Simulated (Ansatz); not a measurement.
Tl2F⁺: single points at one geometry.

```yaml
crystal:
  periodic: [false, false, false]
  atoms:
    - {symbol: Tl, position_ang: [0.760514, 1.089458, 0.945036]}
    - {symbol: Tl, position_ang: [0.092854, -0.577084, -1.522090]}
    - {symbol: F, position_ang: [-0.853378, -0.512364, 0.577043]}
basis:
  gaussian: {orbitals: def2-TZVP, initial_orbitals: start.molden}
total_charge: 1
magnetization: {spin_polarized: true, initial_magnetization: 4}
hamiltonian: {xc: {name: LC-wPBE, parameters: {omega: 0.3/bohr}}}
scf: {omitted_lower_state_checks: [starts]}
output: {orbitals: {seedname: orbitals}}
```

The file start.molden holds the orbitals of an earlier run on this structure, at another level or in another basis.

```sh
$ ansatz run in.yaml --threads 2 --pin off --events-out ev --progress --plain --max-ram 4352MiB
```

It prints (some lines left out):

```
Functional definition: LC-wPBE
934 factors; their error is unknown
200 factors; integrals over basis functions are off by at most 8.5e-5 eV
mean field evaluation 1: about -12093.5727 eV, gradient 5.2e0 eV
mean field evaluation 2: about -12093.6590 eV, gradient 1.4e-1 eV
mean field evaluation 4: about -12093.6566 eV, gradient 1.9e-3 eV
mean field evaluation 8: about -12093.6566 eV, gradient 2.7e-5 eV
mean field -12093.65655490 eV, -444.4336810176 hartree, gradient 2.7e-5 eV, S^2 6.014024; 0 other end points of the search recorded, 0 dependent functions left out
reference -12093.65655492 eV, -444.4336810183 hartree; 27, 23 occupied and 104, 108 virtual orbitals, 934 factors
Total energy: -12093.65655492 eV, -444.4336810183 hartree
Checks for a lower state left out: starts
```

Run time 13 s (2 threads of Arm Neoverse N1 on a shared host).

The first input with `correlation: {method: mp2}` and without the key `hamiltonian` (abridged; 12 s):

```
Functional definition: HF
mean field evaluation 16: about -12029.9381 eV, gradient 3.0e-1 eV
mean field evaluation 32: about -12029.9444 eV, gradient 1.7e-3 eV
mean field -12029.94443694 eV, -442.0923038685 hartree, gradient 2.6e-6 eV, S^2 6.068858; 2 other end points of the search recorded, 0 dependent functions left out
9 core orbitals not correlated: weight in the atoms' cores, before any rotation towards them, 1.000 or more for the frozen orbitals, at most 0.000 for the correlated occupied ones
second order -23.67880171 eV of doubles, -0.00000000 eV of singles
Total energy: -12053.62323865 eV, -442.9624837813 hartree
Checks for a lower state left out: starts
```

The first input with `hamiltonian: {xc: {name: PBE-QIDH}}` and without the key `output` (abridged; 13 s):

```
Functional definition: PBE-QIDH
mean field -12069.15134876 eV, -443.5331313022 hartree, gradient 1.9e-6 eV, S^2 6.033839
9 core orbitals not correlated: weight in the atoms' cores, before any rotation towards them, 1.000 or more for the frozen orbitals, at most 0.000 for the correlated occupied ones
second order -26.92251531 eV of doubles, -0.00000000 eV of singles
Total energy: -12078.12553895 eV, -443.8629267088 hartree
Checks for a lower state left out: starts
```

As the first input, with `hamiltonian: {xc: {name: r2SCANh}, dispersion: d4}` (abridged; 13 s):

```
Functional definition: r2SCANh
mean field -12095.67382858 eV, -444.5078144582 hartree, gradient 1.1e-5 eV, S^2 6.016267
Total energy: -12095.68718522 eV, -444.5083053058 hartree
Checks for a lower state left out: starts
```

As the first input, with `hamiltonian: {xc: pbe}`, `correlation: {method: rpa}` and without the key `output` (abridged; 10 s):

```
Functional definition: PBE
mean field -12093.23015963 eV, -444.4180112806 hartree, gradient 2.3e-6 eV, S^2 6.005133
9 core orbitals not correlated: weight in the atoms' cores, before any rotation towards them, 1.000 or more for the frozen orbitals, at most 0.000 for the correlated occupied ones
Total energy: -12061.34182410 eV, -443.2461365647 hartree
Checks for a lower state left out: starts
```

As the first input, with `hamiltonian: {xc: {name: B2PLYP}}` and without the key `output` (abridged; 12 s):

```
Functional definition: B2PLYP
mean field -12071.93334163 eV, -443.6353676546 hartree, gradient 3.0e-6 eV, S^2 6.023455
9 core orbitals not correlated: weight in the atoms' cores, before any rotation towards them, 1.000 or more for the frozen orbitals, at most 0.000 for the correlated occupied ones
second order -28.91439365 eV of doubles, -0.00000000 eV of singles
Total energy: -12079.74037228 eV, -443.9222707392 hartree
Checks for a lower state left out: starts
```

As the first input, with `hamiltonian: {xc: {name: LC-wPBE, parameters: {omega: 0.15/bohr}}}` (abridged; 6.5 s):

```
Functional definition: LC-wPBE
mean field -12093.77719427 eV, -444.4381144330 hartree, gradient 4.4e-5 eV, S^2 6.006777
Total energy: -12093.77719436 eV, -444.4381144362 hartree
Checks for a lower state left out: starts
```

Geometry: PBE-D4/def2-TZVP.

In the def2 sets Tl takes a core potential; there is no spin–orbit coupling. Correlated methods freeze 9 core orbitals; core or outer-core shells of Tl are correlated, in sets that lack core-valence functions. At PBE0-D4/def2-TZVP a singlet of charge 1 lies 10.60 eV below the quintet, each at its own geometry. The structure comes from a short search, and lower isomers may exist.
